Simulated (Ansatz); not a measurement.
One change: `N=C(O)[SiH3]` becomes `N=C([SiH3])CCl`.

Ansatz, PBE0-D4/def2-TZVP geometries, multiplicity 1. Each molecule was computed in one conformer, which needn't be the lowest.

| property | `N=C(O)[SiH3]` |
| --- | --- |
| size of the dipole moment (B3LYP/def2-TZVPP) / D | 0.97 |
| HOMO energy (ωB97M-V/def2-TZVPP) / eV | -10.21 |
| LUMO energy (ωB97M-V/def2-TZVPP) / eV | 1.74 |
| LUMO energy (B3LYP/def2-TZVPP) / eV | -0.64 |
| HOMO energy (PBE0/def2-TZVPP) / eV | -7.87 |
| size of the dipole moment (ωB97M-V/def2-TZVPP) / D | 1.02 |

Question: Give the same properties after the change, and the shifts. (Best estimate.)

Answer: Computed: 
```tsv
property	`N=C([SiH3])CCl`	shift
size of the dipole moment (B3LYP/def2-TZVPP) / D	2.11	1.14
HOMO energy (ωB97M-V/def2-TZVPP) / eV	-9.99	0.22
LUMO energy (ωB97M-V/def2-TZVPP) / eV	1.22	-0.52
LUMO energy (B3LYP/def2-TZVPP) / eV	-1.19	-0.55
HOMO energy (PBE0/def2-TZVPP) / eV	-7.68	0.19
size of the dipole moment (ωB97M-V/def2-TZVPP) / D	2.11	1.09
```

With PBE0 the HOMO rises by 0.19 eV and the LUMO falls by 0.56 eV, so the gap narrows by about 0.75 eV. PBE moves the HOMO by 0.20 eV and ωB97M-V by 0.22 eV. Dipoles are sizes alone; their direction can turn.

B3LYP here is the variant with VWN-RPA as its local correlation; programs differ in this.
